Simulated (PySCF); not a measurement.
chloro(silyl)silane (ClH5Si2), SMILES [SiH3][SiH2]Cl. Coordinates come from a B3LYP-D3(BJ)/def2-SVP optimisation.

Calculation: B3LYP-D3(BJ)/def2-SVP in PySCF.

Harmonic wavenumbers (cm⁻¹): 113, 117, 361, 413, 515, 543, 595, 707, 816, 889, 938, 941, 954, 2208, 2221, 2224, 2225, 2234. Rotational constants (GHz): 10.29, 2.253, 1.933; symmetry number 1.

Q: Work out the zero-point energy and the ideal-gas rigid-rotor harmonic-oscillator thermochemistry at 298.15 K and 1 atm.

A: ZPE = ½ Σ hcν = ½ × 19013 cm⁻¹ = 27.18 kcal/mol. H − E(el) = 31.44 kcal/mol. Entropy in cal/(mol K): translation 39.62, rotation 26.37, vibration 11.04, total 77.03. G − E(el) = 8.47 kcal/mol. Cp = 21.54 cal/(mol K). Modes under 150 cm⁻¹ make the vibrational entropy uncertain.
